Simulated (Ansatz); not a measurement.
Frontier orbitals of C8H8O2, SMILES `COC(=O)c1ccccc1`.

Charge 0, multiplicity 1. The structure was optimised at the PBE0-D4/def2-TZVP level. It is one conformer, not always the lowest. Basis def2-TZVPP, Ansatz 0.2.0.

Orbital energies of one run (eV). Highest occupied ones, from the top: -10.07, -10.11, -10.90, -11.63, -12.60, -13.03, -13.24, -13.68, -14.73, -14.78, -15.10, -15.60, -15.81, -16.62. Empty: 0.75, 1.73, 3.62, 3.83, 4.03, 4.47.

Which functional gave them?
A. r2SCAN0
B. LC-ωPBE
C. r2SCANh
D. ωB97X-V

B. HOMO energies: LC-ωPBE -10.07, r2SCANh -7.14, ωB97X-V -9.72, r2SCAN0 -7.71 eV.

LC-ωPBE has ω = 0.4 bohr⁻¹.
